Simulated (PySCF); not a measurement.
PySCF input file for Si(H)2(NCO)(OMe) (C2H5NO2Si), SMILES O([SiH2]N=C=O)C, PBE-D3(BJ)/def2-SVP. Coordinates come from a PBE-D3(BJ)/def2-SVP optimisation. One conformer was computed; it need not be the lowest.

```python
import numpy as np
from pyscf import gto, scf, dft, df
from pyscf.hessian import thermo

mol = gto.M(
    atom='''
    Si    0.78456519    0.54059781   -0.00000000
    N     0.29868242   -1.10898641   -0.00000000
    C    -0.16053160   -2.22750522    0.00000000
    O    -0.59019586   -3.32776437    0.00000000
    O    -0.61724248    1.44954673   -0.00000000
    C    -0.62236325    2.86497479   -0.00000000
    H     1.60200681    0.80226021    1.23361305
    H     1.60200681    0.80226020   -1.23361305
    H    -0.12311281    3.28967190   -0.90194717
    H    -1.67560172    3.21159507   -0.00000000
    H    -0.12311281    3.28967190    0.90194718
    ''',
    basis='def2-SVP',
    charge=0,
    spin=0,
    max_memory=1600,
    verbose=3,
)
mf = dft.RKS(mol, xc='pbe').density_fit(auxbasis='def2-universal-jkfit')
mf.disp = 'd3bj'
mf.grids.level = 3
mf.conv_tol = 1e-11
mf.max_cycle = 100
mf.kernel()

# analytic Hessian; the response equations are solved on a coarser grid
h, args, fine = mf.Hessian(), (mf.mo_energy, mf.mo_coeff, mf.mo_occ), mf.grids
h.max_memory = max(150, 2.5e-5 * df.make_auxmol(mol, mf.with_df.auxbasis).nao * mol.nelec[0] * (mol.nelec[0] + mol.nao))  # MB; small integral blocks
h1ao = h.make_h1(mf.mo_coeff, mf.mo_occ)
mf.grids = dft.Grids(mol).set(level=1).build(with_non0tab=True)
mo1, mo_e1 = h.solve_mo1(*args, h1ao)
mf.grids = fine
hess = h.hess_elec(*args, mo1, mo_e1, h1ao) + h.hess_nuc()
if mf.do_disp():
    hess += h.get_dispersion()
for i in range(mol.natm):  # the analytic DFT Hessian lacks the response of the grid: restore translational invariance
    hess[i, i] -= hess[i].sum(axis=0)
hess = (hess + hess.transpose(1, 0, 3, 2)) / 2
vib = thermo.harmonic_analysis(mol, hess, imaginary_freq=False)
thermo.dump_normal_mode(mol, vib)
th = thermo.thermo(mf, vib['freq_au'][vib['freq_au'] > 0], 298.15, 101325)
thermo.dump_thermo(mol, th)
g0 = mf.nuc_grad_method().set(verbose=0).kernel()

# dipole derivatives [dipole axis, atom, xyz] from the same response
r, irp = mol.intor('int1e_r'), mol.intor('int1e_irp').reshape(3, 3, mol.nao, mol.nao)
sl, dm0, ok = mol.aoslice_by_atom(), np.array(mf.make_rdm1()), []
dmu = np.einsum('a,xt->xat', mol.atom_charges(), np.eye(3))
for a, (_, _, p0, p1) in enumerate(sl):
    dmu[:, a] += 2 * np.einsum('xtij,ij->xt', irp[:, :, :, p0:p1], dm0.reshape(-1, mol.nao, mol.nao).sum(0)[:, p0:p1])
    for u, c, occ, f in [(mo1, mf.mo_coeff, mf.mo_occ, 4)]:
        dmu[:, a] -= f * np.einsum('tui,xuv,vi->xt', u[a], r, c[:, occ > 0], optimize=True)
L = vib['norm_mode']
ir = 974.8801 * (np.einsum('xat,kat->kx', dmu, L) ** 2).sum(1)       # km/mol
apt = np.einsum('xax->a', dmu) / 3
print('mode   freq/cm-1   IR/(km/mol)')
for k, w in enumerate(vib['freq_wavenumber']):
    print(f'{k + 1:4d} {w:11.2f} {ir[k]:13.3f}')
print('max |gradient| / (hartree/bohr):', abs(g0).max())
print('APT charges:', apt.round(4))
```

Log of the run:

```
[...]
Mode                                 6                   7                   8
Irrep
Freq [cm^-1]                      575.9585            585.4588            604.0445
Reduced mass [au]                  12.6673             12.2215              8.4156
Force const [Dyne/A]                2.4758              2.4681              1.8091
Char temp [K]                     828.6760            842.3448            869.0856
Normal mode                   x     y     z       x     y     z       x     y     z
       0  Si                 0.00  0.00  0.01   -0.02 -0.04  0.00   -0.07 -0.11  0.00
       1   N                -0.00  0.00  0.09    0.09 -0.02  0.00   -0.01  0.06 -0.00
       2   C                 0.00 -0.00 -0.25   -0.21  0.11 -0.00    0.10  0.06  0.00
       3   O                -0.00  0.00  0.10    0.10  0.00  0.00    0.02  0.12  0.00
       4   O                -0.00 -0.00 -0.00    0.01  0.00 -0.00    0.04  0.00 -0.00
       5   C                -0.00  0.00 -0.00   -0.00  0.00  0.00    0.00 -0.01  0.00
       6   H                 0.01  0.01 -0.00   -0.02 -0.05  0.00   -0.05 -0.17  0.01
       7   H                -0.01 -0.01 -0.00   -0.02 -0.05 -0.00   -0.05 -0.17 -0.01
       8   H                 0.00  0.00 -0.00   -0.01  0.01  0.00   -0.01  0.00  0.00
       9   H                 0.00  0.00  0.00   -0.00 -0.01 -0.00   -0.01 -0.05 -0.00
      10   H                -0.00 -0.00 -0.00   -0.01  0.01 -0.00   -0.01  0.00 -0.00
Mode                                 9                  10                  11
Irrep
Freq [cm^-1]                      660.1186            684.8314            756.0741
Reduced mass [au]                   1.3275              1.1011              4.6800
Force const [Dyne/A]                0.3408              0.3043              1.5763
Char temp [K]                     949.7637            985.3199           1087.8223
Normal mode                   x     y     z       x     y     z       x     y     z
       0  Si                -0.00 -0.00 -0.08    0.00 -0.00 -0.03    0.08 -0.06 -0.00
       1   N                -0.00  0.00  0.06    0.00  0.00 -0.02   -0.00  0.00  0.00
       2   C                 0.00  0.00  0.01    0.00  0.00 -0.01    0.01  0.01  0.00
       3   O                 0.00  0.00 -0.00    0.00  0.00  0.00    0.01  0.02 -0.00
       4   O                 0.00  0.00  0.04    0.00  0.00  0.06   -0.16 -0.00  0.00
       5   C                 0.00 -0.00  0.00   -0.00 -0.00  0.00   -0.03  0.11 -0.00
       6   H                -0.39 -0.38  0.27   -0.37  0.55  0.10    0.14 -0.18 -0.01
       7   H                 0.39  0.38  0.27    0.37 -0.55  0.10    0.14 -0.18  0.01
       8   H                -0.00 -0.02 -0.01    0.01 -0.04 -0.01    0.02  0.05  0.00
       9   H                -0.00 -0.00 -0.01    0.00  0.00 -0.04    0.01  0.23  0.00
      10   H                 0.00  0.02 -0.01   -0.01  0.04 -0.01    0.02  0.05 -0.00
Mode                                12                  13                  14
Irrep
Freq [cm^-1]                      895.9097            948.5691           1115.7932
Reduced mass [au]                   1.2481              1.0821              2.9025
Force const [Dyne/A]                0.5903              0.5737              2.1290
Char temp [K]                    1289.0146           1364.7797           1605.3780
Normal mode                   x     y     z       x     y     z       x     y     z
       0  Si                -0.02  0.08 -0.00   -0.05  0.01 -0.00   -0.02  0.01 -0.00
       1   N                 0.02 -0.00  0.00    0.01 -0.00  0.00   -0.00  0.00 -0.00
       2   C                 0.00 -0.00  0.00    0.00 -0.00  0.00    0.00  0.00  0.00
       3   O                -0.01 -0.01 -0.00   -0.00 -0.00  0.00    0.00  0.00  0.00
       4   O                 0.01 -0.01  0.00    0.01 -0.01  0.00    0.01 -0.15 -0.00
       5   C                 0.01 -0.03 -0.00    0.00  0.01 -0.00    0.07  0.15 -0.00
       6   H                 0.07 -0.62  0.08    0.55  0.05 -0.39   -0.05  0.01  0.02
       7   H                 0.07 -0.62 -0.08    0.55  0.05  0.39   -0.05  0.01 -0.02
       8   H                 0.01 -0.05 -0.01    0.00 -0.02 -0.00   -0.15  0.25 -0.06
       9   H                 0.01 -0.03 -0.00   -0.01 -0.04  0.00   -0.07 -0.33  0.00
      10   H                 0.01 -0.05  0.01    0.00 -0.02  0.00   -0.15  0.25  0.06
Mode                                15                  16                  17
Irrep
Freq [cm^-1]                     1134.8129           1173.7900           1422.1596
Reduced mass [au]                   1.2895              1.9499              1.0403
Force const [Dyne/A]                0.9784              1.5828              1.2397
Char temp [K]                    1632.7432           1688.8225           2046.1710
Normal mode                   x     y     z       x     y     z       x     y     z
       0  Si                -0.00  0.00  0.00    0.02 -0.01 -0.00    0.00 -0.00 -0.00
       1   N                -0.00 -0.00 -0.00    0.00 -0.00 -0.00    0.00  0.00  0.00
       2   C                 0.00  0.00 -0.00   -0.00 -0.00  0.00   -0.00  0.00  0.00
       3   O                 0.00  0.00  0.00   -0.00  0.00  0.00   -0.00 -0.00  0.00
       4   O                 0.00 -0.00  0.05   -0.08  0.10  0.00   -0.02  0.01 -0.00
       5   C                -0.00  0.00 -0.13    0.10 -0.10 -0.00   -0.05  0.00 -0.00
       6   H                -0.00  0.01  0.00    0.03 -0.02 -0.01    0.00 -0.01  0.00
       7   H                 0.00 -0.01  0.00    0.03 -0.02  0.01    0.00 -0.01 -0.00
       8   H                 0.06  0.55  0.16   -0.24  0.19 -0.06    0.48  0.15  0.34
       9   H                -0.00  0.00  0.30   -0.04 -0.53  0.00   -0.17 -0.45  0.00
      10   H                -0.06 -0.55  0.16   -0.24  0.19  0.06    0.48  0.15 -0.34
Mode                                18                  19                  20
Irrep
Freq [cm^-1]                     1424.8159           1426.8972           1489.3507
Reduced mass [au]                   1.0383              1.1351             14.6245
Force const [Dyne/A]                1.2419              1.3617             19.1128
Char temp [K]                    2049.9929           2052.9874           2142.8441
Normal mode                   x     y     z       x     y     z       x     y     z
       0  Si                 0.00 -0.00  0.00   -0.01  0.00  0.00    0.01  0.03  0.00
       1   N                -0.00 -0.00 -0.00    0.00  0.01 -0.00   -0.07 -0.19 -0.00
       2   C                -0.00  0.00 -0.00    0.00 -0.00 -0.00   -0.01 -0.04 -0.00
       3   O                 0.00  0.00  0.00   -0.00 -0.00  0.00    0.06  0.15  0.00
       4   O                -0.00  0.00  0.01    0.01 -0.03  0.00    0.00  0.00  0.00
       5   C                -0.00  0.00  0.05   -0.00 -0.09  0.00   -0.00 -0.00 -0.00
       6   H                 0.01 -0.00  0.00    0.01 -0.01 -0.02    0.01  0.01 -0.00
       7   H                -0.01  0.00  0.00    0.01 -0.01  0.02    0.01  0.01  0.00
       8   H                -0.38  0.31 -0.05   -0.07  0.51  0.22    0.00  0.01  0.01
       9   H                -0.00 -0.00 -0.69    0.17  0.45 -0.00    0.00  0.01 -0.00
      10   H                 0.38 -0.31 -0.05   -0.07  0.51 -0.22    0.00  0.01 -0.01
Mode                                21                  22                  23
Irrep
Freq [cm^-1]                     2164.5119           2168.9796           2415.1030
Reduced mass [au]                   1.0538              1.0308             12.3417
Force const [Dyne/A]                2.9090              2.8573             42.4127
Char temp [K]                    3114.2507           3120.6787           3474.7955
Normal mode                   x     y     z       x     y     z       x     y     z
       0  Si                -0.00 -0.00  0.04   -0.03 -0.01 -0.00   -0.00  0.00  0.00
       1   N                 0.00  0.00 -0.00    0.00  0.00  0.00   -0.04 -0.11 -0.00
       2   C                -0.00 -0.00  0.00   -0.00 -0.01 -0.00    0.09  0.22  0.00
       3   O                 0.00  0.00 -0.00    0.00  0.00 -0.00   -0.03 -0.08 -0.00
       4   O                -0.00  0.00  0.00   -0.00  0.00 -0.00   -0.00  0.00 -0.00
       5   C                 0.00 -0.00 -0.00    0.00 -0.00 -0.00   -0.00 -0.00 -0.00
       6   H                -0.38 -0.12 -0.56    0.37  0.11  0.58    0.02  0.02  0.02
       7   H                 0.38  0.12 -0.56    0.37  0.11 -0.58    0.02  0.02 -0.02
       8   H                -0.00  0.00  0.00   -0.00  0.01  0.01   -0.00  0.00  0.00
       9   H                 0.00  0.00 -0.00    0.01  0.01  0.00    0.00  0.00 -0.00
      10   H                 0.00 -0.00  0.00   -0.00  0.01 -0.01   -0.00  0.00 -0.00
Mode                                24                  25                  26
Irrep
Freq [cm^-1]                     2915.5086           2984.0843           3046.4137
Reduced mass [au]                   1.0358              1.1061              1.1009
Force const [Dyne/A]                5.1877              5.8032              6.0199
Char temp [K]                    4194.7678           4293.4329           4383.1110
Normal mode                   x     y     z       x     y     z       x     y     z
       0  Si                 0.00 -0.00 -0.00   -0.00  0.00 -0.00   -0.00  0.00 -0.00
       1   N                 0.00  0.00  0.00   -0.00 -0.00  0.00   -0.00 -0.00 -0.00
       2   C                -0.00 -0.00  0.00    0.00  0.00 -0.00    0.00  0.00 -0.00
       3   O                 0.00  0.00  0.00   -0.00 -0.00 -0.00   -0.00 -0.00  0.00
       4   O                -0.00  0.00  0.00    0.00 -0.00  0.00   -0.00 -0.00  0.00
       5   C                 0.02  0.04 -0.00   -0.00 -0.00 -0.09    0.09 -0.01 -0.00
       6   H                -0.01  0.00 -0.00    0.00 -0.00  0.00   -0.00 -0.00  0.00
       7   H                -0.01  0.00  0.00   -0.00  0.00  0.00   -0.00 -0.00 -0.00
       8   H                -0.29 -0.24  0.54   -0.31 -0.24  0.54   -0.08 -0.07  0.18
       9   H                 0.31 -0.10 -0.00    0.00 -0.00 -0.02   -0.86  0.27 -0.00
      10   H                -0.29 -0.24 -0.54    0.31  0.24  0.54   -0.08 -0.07 -0.18
temperature 298.1500 [K]
pressure 101325.00 [Pa]
Rotational constants [GHz] 10.55862 1.17140 1.07555
Symmetry number 1
Zero-point energy (ZPE) 0.07129 [Eh]   187174.179 [J/mol]
                           tot       elec      trans        rot        vib
Entropy [J/mol/K]       388.121      0.000    166.567    115.403    106.151
Cv [J/mol/K]            105.200      0.000     12.472     12.472     80.256
Cp [J/mol/K]            113.514      0.000     20.786     12.472     80.256
Internal energy [J/mol]                      3718.434   3718.434 201181.813
Internal energy [Eh]   -573.13452  -573.21398
Enthalpy [J/mol]                             6197.391   3718.434 201181.813
Enthalpy [Eh]          -573.13358
Gibbs free energy [J/mol]                  -43464.595 -30689.073 169532.923
Gibbs free energy [Eh] -573.17765
mode   freq/cm-1   IR/(km/mol)
   1       36.55         0.314
   2       37.20         4.224
   3       59.41         0.063
   4      110.33         0.435
   5      162.30         1.892
   6      294.12         9.408
   7      575.96        19.927
   8      585.46        35.341
   9      604.04        71.406
  10      660.12        85.075
  11      684.83        15.901
  12      756.07        30.617
  13      895.91       444.723
  14      948.57       128.881
  15     1115.79       198.054
  16     1134.81         0.451
  17     1173.79       123.766
  18     1422.16         5.175
  19     1424.82         5.157
  20     1426.90        11.552
  21     1489.35        38.763
  22     2164.51       151.558
  23     2168.98       118.784
  24     2415.10      1292.890
  25     2915.51        72.954
  26     2984.08        40.348
  27     3046.41        22.292
max |gradient| / (hartree/bohr): 6.241315745611653e-05
APT charges: [ 1.8947 -1.2182  1.2281 -0.7331 -0.9989  0.5817 -0.3048 -0.3048 -0.0578
 -0.029  -0.0578]
```

The run converged.

Cost: about 3 core-minutes (a rough figure).
